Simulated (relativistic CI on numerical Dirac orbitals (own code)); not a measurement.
# Pt6+: L2,3 absorption edge

Computed with this model: Dirac-Coulomb-Breit CI, KLI orbitals optimised for each configuration, a model potential for QED, valence Slater integrals scaled by 0.8, multiplet model of core-to-valence dipole absorption; configurations [Xe] 4f14 5d4 → [He] 2s2 2p5 3s2 3p6 3d10 4s2 4p6 4d10 4f14 5s2 5p6 5d5; 300 K; Lorentzian 3 eV and Gaussian 1 eV FWHM. Energies are those of the free ion, without screening or charge transfer. The branching ratio is the share of the lower-energy edge in the whole absorption, uncertain by about 0.02 where the edges overlap. S is read from ⟨S²⟩ = S(S + 1).

Field parameters in Wybourne normalisation: D4h B²₀ = −7Ds, B⁴₀ = 21(Dq − Dt), B⁴₄ = 21√(5/14) Dq; Oh B⁴₀ = 21Dq, B⁴₄ = √(5/14) B⁴₀. The field is a parameter set, without covalency.

free ion: ground-state S = 1.59, centroid 11634.46 eV, branching ratio 0.962. Peaks (eV, height): 11570.0 (100).

Oh, 10Dq = 35450 cm⁻¹: ground-state S = 1.07, centroid 11744.29 eV, branching ratio 0.898. Peaks (eV, height): 11571.0 (100), 13281.0 (13).

D4h, 10Dq = 34100, Ds = 2960, Dt = 1070 cm⁻¹: ground-state S = 1.24, centroid 11719.40 eV, branching ratio 0.913. Peaks (eV, height): 11570.0 (100), 13281.0 (10).

The statistical ratio of this edge is 2/3 = 0.667. Values above it arise where the holes sit mainly in the j = l + 1/2 valence subshell or the ground state has high spin; values below it where core-valence Coulomb terms move weight to the upper edge, as in nearly empty shells. At deep edges of heavy elements the radial integrals of the two core levels differ, which raises the baseline.

Strongest unbroadened transitions for Oh, 10Dq = 35450 cm⁻¹:

```csv
Energy (eV),Relative strength
11567.74,68.9
11569.24,1.8
11569.32,2.0
11570.24,1.8
11570.76,100.0
11571.12,17.5
11572.07,8.5
11572.21,14.3
11573.20,2.1
11573.47,1.5
11573.59,4.2
11573.64,2.4
11573.76,3.2
11573.98,1.9
13280.30,7.7
13281.44,12.6
13282.95,1.6
13283.11,1.8
```
